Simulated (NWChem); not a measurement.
# SnNH₅O₃; SMILES [NH2][Sn]([OH])([OH])[OH]

```xyz
10

N      1.4058     1.4560     0.0908
Sn     0.0055     0.0098     0.0086
O      0.0222    -1.2658     1.5144
O     -1.7029     0.9886    -0.0936
O      0.2397    -1.1959    -1.5396
H      0.9878     2.3541     0.3312
H      2.1296     1.2519     0.7780
H      0.1394    -2.1650     1.1821
H     -2.4614     0.3934    -0.1115
H      0.6152    -0.7290    -2.2958
```
Atoms are numbered in this order, from 1.

Program: NWChem. Coordinates come from a PBE0/def2-SVP (def2 core potentials past Kr) optimisation. No frequency run checked for a minimum.

For level B3LYP/STO-3G, non-relativistic:

```yaml
highest occupied level (eV): -3.21
orbital gap (eV): 7.16
dipole (D): 0.28
```

**Question.** What are these values for level B3LYP/3-21G, non-relativistic?

**Answer.** 
- highest occupied level (eV): -6.67
- orbital gap (eV): 5.82
- dipole (D): 0.59
